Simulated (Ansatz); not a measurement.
Stepwise reaction of `[OH][In]([OH])[Br]` with hydrogen sulfide, as a gas-phase model of exchange steps in deposition or etching. ΔE in kJ/mol.

Program: Ansatz. Geometries: PBE0-D4/def2-TZVP. ΔE: electronic, gas phase. CCSD(T)/CBS is the MP2 limit (def2-TZVPP, def2-QZVPP) plus CCSD(T) − MP2 in def2-TZVPP, frozen cores. This one scheme is used for every species. Functionals use def2-TZVPP. B3LYP here is the variant with VWN-RPA as its local correlation; programs differ in this. Elements past krypton have def2 core potentials. For Br, In outer-core shells are correlated without core-valence functions, which leaves a few kJ/mol of doubt a bond. Scalar relativity is left out up to krypton. One conformer a species, not always the lowest.

```
step                                                 reaction  PBE-D4  B3LYP-D4  ωB97M-V  CCSD(T)/CBS
   1  `[OH][In]([OH])[Br]` + H₂S → `[OH][In]([SH])[Br]` + H₂O   -69.5     -68.3    -68.7        -69.4
   2  `[OH][In]([SH])[Br]` + H₂S → `[SH][In]([SH])[Br]` + H₂O   -63.7     -62.8    -62.9        -64.4
```

Question: By hand: ΔE of the 2 steps together at CCSD(T)/CBS.

Answer: (-69.4) + (-64.4) = -133.8 kJ/mol, or -66.9 kJ/mol a step.

In ΔE each step is higher than the one before. All are downhill at CCSD(T)/CBS. PBE-D4 differs from CCSD(T)/CBS by -0.1 to 0.7 kJ/mol a step. Isolated molecules leave out the surface, adducts and barriers. Largest T1 diagnostic: 0.014.
